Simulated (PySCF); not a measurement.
Method used: delta-SCF UKS SCAN, pcX-2 on the ionised atom, pcseg-1 elsewhere, spin-free X2C in PySCF 2.14.0. Geometries: PBE0-D3(BJ)/def2-SVP; isolated species, one conformer each. Values against the vacuum level.

(1) Rank by computed C 1s binding energy, lowest first.
A. C4 in `[CH3:1][CH2:2][C@H:3]([CH3:4])[F:5]`
B. C5 in `[SiH3:1][S:2][B:3]1[CH2:4][CH2:5][CH2:6][CH2:7][CH2:8]1`
C. C1 in `[CH3:1][S@@+:2]([AlH3-:3])[CH2:4][c:5]1[cH:6][cH:7][cH:8][o:9]1`
D. C3 in `[Cl:1][c:2]1[cH:3][c:4]2[s:5][cH:6][cH:7][c:8]2[se:9]1`

Results:

(1) B (290.33 eV), D (290.59 eV), A (290.88 eV), C (291.70 eV).

From the lowest up, the atoms are bonded to: 2 C and 2 H (290.33); 2 C (aromatic in the SMILES) and H (290.59); C and 3 H (290.88); S and 3 H (291.70).
